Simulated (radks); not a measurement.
The numbers below are computed, except where a source is named.
All-electron atom: W+ in [Xe] 4f14 5d4 6s1.

Code: a radial shooting solver on a logarithmic mesh with Libxc functionals. Model: Dirac Kohn-Sham, BLYP, spin-unpolarised, spherical densities, finite nucleus; open shells fill j = l - 1/2 first; Fermi nuclear charge, rms radius 5.3658 fm.

Energy parts (eV):
| part | energy |
|---|---|
| total | -439845.59 |
| kinetic | 495342.05 |
| electron-nucleus | -1097948.44 |
| Hartree | 171627.25 |
| exchange-correlation | -8866.45 |

Orbitals (lengths in bohr, moments of r in powers of bohr; <r^-3> diverges for s and p1/2):
[
 {"orbital": "1s1/2", "occ.": "2", "eigenvalue (eV)": "-69385.70", "<r^-3>": "-"},
 {"orbital": "2s1/2", "occ.": "2", "eigenvalue (eV)": "-11973.99", "<r^-3>": "-"},
 {"orbital": "2p1/2", "occ.": "2", "eigenvalue (eV)": "-11453.85", "<r^-3>": "-"},
 {"orbital": "2p3/2", "occ.": "4", "eigenvalue (eV)": "-10100.75", "<r^-3>": "16330"},
 {"orbital": "3s1/2", "occ.": "2", "eigenvalue (eV)": "-2762.516", "<r^-3>": "-"},
 {"orbital": "3p1/2", "occ.": "2", "eigenvalue (eV)": "-2530.193", "<r^-3>": "-"},
 {"orbital": "3p3/2", "occ.": "4", "eigenvalue (eV)": "-2237.631", "<r^-3>": "3693"},
 {"orbital": "3d3/2", "occ.": "4", "eigenvalue (eV)": "-1845.289", "<r^-3>": "638.6"},
 {"orbital": "3d5/2", "occ.": "6", "eigenvalue (eV)": "-1781.657", "<r^-3>": "543.1"},
 {"orbital": "4s1/2", "occ.": "2", "eigenvalue (eV)": "-574.9817", "<r^-3>": "-"},
 {"orbital": "4p1/2", "occ.": "2", "eigenvalue (eV)": "-478.5375", "<r^-3>": "-"},
 {"orbital": "4p3/2", "occ.": "4", "eigenvalue (eV)": "-410.6903", "<r^-3>": "856.9"},
 {"orbital": "4d3/2", "occ.": "4", "eigenvalue (eV)": "-252.0374", "<r^-3>": "129.8"},
 {"orbital": "4d5/2", "occ.": "6", "eigenvalue (eV)": "-239.5372", "<r^-3>": "108.1"},
 {"orbital": "5s1/2", "occ.": "2", "eigenvalue (eV)": "-85.7098", "<r^-3>": "-"},
 {"orbital": "5p1/2", "occ.": "2", "eigenvalue (eV)": "-57.1738", "<r^-3>": "-"},
 {"orbital": "5p3/2", "occ.": "4", "eigenvalue (eV)": "-47.3681", "<r^-3>": "121.2"},
 {"orbital": "4f5/2", "occ.": "6", "eigenvalue (eV)": "-41.0904", "<r^-3>": "19.62"},
 {"orbital": "4f7/2", "occ.": "8", "eigenvalue (eV)": "-38.8530", "<r^-3>": "18.68"},
 {"orbital": "6s1/2", "occ.": "1", "eigenvalue (eV)": "-12.0429", "<r^-3>": "-"},
 {"orbital": "5d3/2", "occ.": "4", "eigenvalue (eV)": "-11.8062", "<r^-3>": "8.215"},
 {"orbital": "5d5/2", "occ.": "0", "eigenvalue (eV)": "-11.0466", "<r^-3>": "6.550"},
 {"orbital": "6p1/2", "occ.": "0", "eigenvalue (eV)": "-7.3202", "<r^-3>": "-"},
 {"orbital": "6p3/2", "occ.": "0", "eigenvalue (eV)": "-6.5502", "<r^-3>": "9.627"}
]

The highest occupied level is 5d3/2 at -11.806 eV. Summed over all electrons, <r^2> = 53.82 bohr^2, which gives a Langevin (diamagnetic) susceptibility term of -42.6 x 10^-6 cm^3/mol. The density falls to 0.001 e/bohr^3 at r = 4.32 bohr.
